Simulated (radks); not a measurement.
Results of a calculation; reference values are marked as such.
Excited configurations of the sulfur ion S5+: one electron is placed in a higher orbital outside [Ne]. The ground configuration is [Ne] 3s1. Code: a radial shooting solver on a logarithmic mesh with Libxc functionals. Model: scalar-relativistic Kohn-Sham, PBE, spin-unpolarised, spherical densities, finite nucleus; Fermi nuclear charge, rms radius 3.2611 fm. Excitation = E - E(ground); binding = E(ion) - E, where the ion is the core of charge +6; n* = 6/sqrt(2 binding) in atomic units, and the quantum defect is n - n*.

outer orbital  excitation (eV)  binding (eV)     n*  eigenvalue (eV)  <r> (bohr)
4s                      44.334        43.783  3.345          -40.491       2.827
6p                      71.934        16.183  5.502          -15.072       7.486
6d                      73.561        14.556  5.801          -13.513       7.997
7d                      77.444        10.673  6.774           -9.950       11.11
7f                      77.798        10.320  6.889           -9.584       11.00

The Delta-SCF ionisation energy is 88.117 eV (NIST Atomic Spectra Database: 88.053 eV, measured). Self-interaction in the functional shifts the binding energies and quantum defects, so they are the method's values and not measured ones. Spin polarisation and multiplet splitting are left out, so open shells lie too high by an amount that depends on their filling.

Beside tabulated values, note that spin-unpolarised runs miss the spin-polarisation part of the exchange energy of open shells.
